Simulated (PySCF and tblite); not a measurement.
Values are calculated unless marked as measured or tabulated.
System: C₅H₇BF₂Si, numbered as in [F:1][C@@H:2]1[CH:3]=[CH:4][BH:5][Si@H:6]([F:7])[CH:8]=[CH:9]1.

Geometries: GFN2-xTB; energies: BHandHLYP/pcSseg-1 + D3(BJ); zero-point and thermal terms from GFN2-xTB harmonic modes (soft modes blended into free rotors). Rates follow Eyring's equation with the number of equivalent paths and no tunnelling. Run with tblite and PySCF.

Question: Estimate the barrier and the room-temperature rate of the inversion of the 7-membered ring (2–3–4–5–6–8–9).

Answer: The electronic barrier is 8.5 kcal/mol and ΔG‡(298 K) 8.9 kcal/mol, over a C1 saddle with an imaginary mode of 53i cm⁻¹ (GFN2-xTB). With 1 equivalent path, k is 2×10⁶ s⁻¹, a mean lifetime of the start of 510 ns against this motion. The end lies 1.0 kcal/mol above the start in free energy.
